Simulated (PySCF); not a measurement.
CH8O3Si2, SMILES O[SiH2][Si@@H](OC)O. Geometry: PBE0-D3(BJ)/def2-SVP. The structure was generated by enumeration; whether it is a known compound was not checked. One conformer was computed; it need not be the lowest.

Computed equilibrium geometry at PBE0-D3(BJ)/def2-SVP (PySCF confirms it by a frequency run) as a Z-matrix (one conformer of several):
```
O
C 1 1.4063
H 2 1.1000 1 108.89
H 2 1.1034 3 108.39 1 -121.44
H 2 1.1048 3 108.22 4 -117.15
Si 1 1.6819 2 124.68 3 176.76
O 6 1.6654 1 112.36 2 63.89
H 7 0.9620 6 116.39 1 74.23
H 6 1.4907 7 103.58 8 -168.22
Si 6 2.3522 9 119.88 7 -131.97
O 10 1.6699 6 101.88 9 -118.03
H 11 0.9701 10 109.52 6 2.90
H 10 1.4951 11 111.90 12 -117.97
H 10 1.4971 13 107.35 11 122.14
```
